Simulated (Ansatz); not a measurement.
C2H9OPSi, SMILES `CCO[SiH2]P`. Total charge 0; spin multiplicity 1.

Cartesian coordinates in Å:
```
C 1.581 0.687 -1.544
C 0.233 0.078 -1.251
O 0.044 0.019 0.153
Si -1.329 -0.573 0.835
P -1.208 -0.498 3.070
H 2.377 0.086 -1.098
H 1.643 1.696 -1.134
H 1.748 0.739 -2.622
H -0.564 0.679 -1.709
H 0.170 -0.931 -1.677
H -1.547 -1.988 0.417
H -2.511 0.223 0.395
H -0.733 0.841 3.074
H 0.096 -1.060 3.093
```

(1) Give the diagnostics of a CCSD(T)/def2-TZVPP run (frozen core, Ansatz). (Estimate.)

Answers

(1) Computed: T1 = 0.0120, largest single amplitude 0.017, largest double 0.034, (T) share of the correlation energy 3.7 %, 9 CCSD cycles. The RHF solution is stable towards an unrestricted one. T1 lies under the customary mark of 0.02 for closed shells.
